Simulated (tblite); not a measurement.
Computed with GFN2-xTB (tblite): harmonic, unscaled wavenumbers at the GFN2-xTB geometry, gas phase. The method is semi-empirical: single wavenumbers can be off by several per cent or more. Modes of hydrogen on silicon can be 10 to 20 % off. One conformer each. Open shells enter through the occupations alone, without spin polarisation, and single modes of such species can be off by tens of per cent. Thermal functions are those of the rigid rotor and harmonic oscillator, without mixing of conformers.

Question: Order these by their zero-point energy, highest first (kcal/mol).
A. `CSc1cnncc1C`
B. `CC(=O)N[C@@H]1C=CC[SiH2]1`
C. `O=CN[CH]C/C=C/Cl` [radical]
D. `C[SiH2]C/C=C/OCC#N`
E. `[SiH3]S[SiH]1C[SiH2]C1`

Answer: B (97.9), D (95.4), A (81.0), C (68.7), E (65.5).

```tsv
SMILES	atoms	mass (u)	symmetry number	modes under 300 cm⁻¹	ZPE (kcal/mol)	S translation (cal/(mol K))	S rotation	S vibration	S spin	S	Cp
CC(=O)N[C@@H]1C=CC[SiH2]1	20	141.06	1	6	97.9	38.8	28.1	18.2	0.0	85.1	28.9
C[SiH2]C/C=C/OCC#N	20	141.06	1	9	95.4	38.8	29.3	28.1	0.0	96.1	33.3
CSc1cnncc1C	17	140.04	1	7	81.0	38.8	28.2	16.1	0.0	83.1	26.6
O=CN[CH]C/C=C/Cl	15	132.02	1	6	68.7	38.6	28.7	19.2	1.4	87.9	26.0
[SiH3]S[SiH]1C[SiH2]C1	16	149.98	1	6	65.5	39.0	28.2	19.7	0.0	86.9	29.8
```

Entropies and Cp are for 200 K and 1 bar.
